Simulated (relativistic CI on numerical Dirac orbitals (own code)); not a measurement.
# Hyperfine structure of Nd36+, mass number 143

Calculated at this level of theory: Dirac-Coulomb-Breit CI, KLI orbitals optimised for each configuration, QED by a radiative potential, unscaled Slater integrals (own radial code, finite nucleus).

CI space (outside the closed core [Ne]): 3s2 3p6 3d6, 3s2 3p5 3d7, 3s2 3p4 3d8, 3s 3p6 3d7, 3p6 3d8, 3s 3p5 3d8, 3s2 3p6 3d5 4s, 3s2 3p6 3d5 4p, 3s2 3p4 3d7 4s, 3s2 3p6 3d5 4d, 3s2 3p5 3d6 4s, 3s2 3p6 3d5 4f, 3s2 3p6 3d4 4s2, 3s 3p6 3d6 4s, 3p6 3d7 4s, 3p6 3d7 4p. Levels of other configurations are missing.

Nuclear spin I = 7/2, μ = -1.065 μN, Q = -0.61 b (tables of Stone and Pyykkö). The electronic factors are computed for point nuclear moments, without core polarisation or the Bohr-Weisskopf and QED corrections.

| Level | E (cm⁻¹) | A (MHz) | B (MHz) |
| --- | --- | --- | --- |
| 3s2 3p6 3d6 5D_3 | 156696 | -3543 | -2710 |
| 3s2 3p6 3d6 5D_1 | 183214 | -4983 | 7290 |
| 3s2 3p6 3d6 3G_5 | 232208 | -6965 | -8300 |
| 3s2 3p6 3d6 3H_6 | 233369 | -7641 | 16400 |
| 3s2 3p6 3d6 3F_2 | 265718 | -9186 | 14000 |
| 3s2 3p6 3d6 3D_1 | 349850 | -6166 | -13400 |

Levels with J = 0, under 50 % of one LS term, or S terms without an open s electron are left out. Small factors come from cancelling terms and can be off by tens of per cent or more.

At this charge energies of transitions that change n are usually good to better than 1 %, and those within a shell (Δn = 0) to a few per cent. Terms inside the open d or f shell come out 10 to 20 % too wide with unscaled integrals.

Question: Give the hyperfine levels of 3s2 3p6 3d6 5D_3 relative to its centre of gravity.

Answer: With K = F(F + 1) − I(I + 1) − J(J + 1), E = AK/2 + B[¾K(K + 1) − I(I + 1)J(J + 1)]/[2I(2I − 1)J(2J − 1)]: F = 1/2: 46380, F = 3/2: 41550, F = 5/2: 33370, F = 7/2: 21640, F = 9/2: 6107, F = 11/2: -13590, F = 13/2: -37880 MHz.

LS names give the leading component of a level, which can be under half, so a name can repeat, a term be missing and a line seem to break the LS rules.
